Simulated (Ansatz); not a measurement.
Relaxation of ClGeH3O2 (7 atoms, charge 0, multiplicity 1), to a largest force component of 0.03 eV/Å in at most 50 steps.

All numbers below come from RKS PBE/def2-SVP (Ansatz).

```xyz
7
Properties=species:S:1:pos:R:3
Ge 0.235 -0.049 -0.011
O 0.699 -0.095 1.693
H -0.015 -0.065 2.358
H 1.734 -0.014 -0.310
Cl -0.914 1.734 -0.478
O -0.677 -1.473 -0.583
H -1.197 -1.863 0.144
```

**Question.** Where does it end, and by what steps?

**Answer.** The run converged. The force dipped under the threshold on the way, but the program's further checks kept it going. After 13 steps the energy has fallen by 0.351 eV; H3 moved furthest, 0.50 Å.

| step | energy less start (eV) | largest force component (eV/Å) | accepted |
| --- | --- | --- | --- |
| 0 | 0.0000 | 1.102 | yes |
| 1 | -0.2372 | 0.373 | yes |
| 2 | -0.2857 | 0.343 | yes |
| 3 | -0.3169 | 0.281 | yes |
| 4 | -0.3309 | 0.351 | yes |
| 5 | -0.3389 | 0.297 | yes |
| 6 | -0.3472 | 0.040 | yes |
| 7 | -0.3477 | 0.039 | yes |
| 8 | -0.3465 | 0.300 | no |
| 9 | -0.3482 | 0.018 | yes |
| 10 | -0.3470 | 0.437 | no |
| 11 | -0.3498 | 0.049 | yes |
| 12 | -0.3506 | 0.137 | yes |
| 13 | -0.3512 | 0.009 | yes |

```xyz
7
Properties=species:S:1:pos:R:3
Ge 0.315 -0.141 0.101
O 0.453 -0.336 1.872
H 0.048 0.432 2.319
H 1.664 -0.002 -0.622
Cl -0.905 1.648 -0.200
O -0.463 -1.583 -0.588
H -1.247 -1.841 -0.067
```

Whether the end is a true minimum wasn't checked by a vibrational analysis.

The run took 20 s on 2 threads of Arm Neoverse V2, with other jobs on the host, peak memory 0.13 GiB.
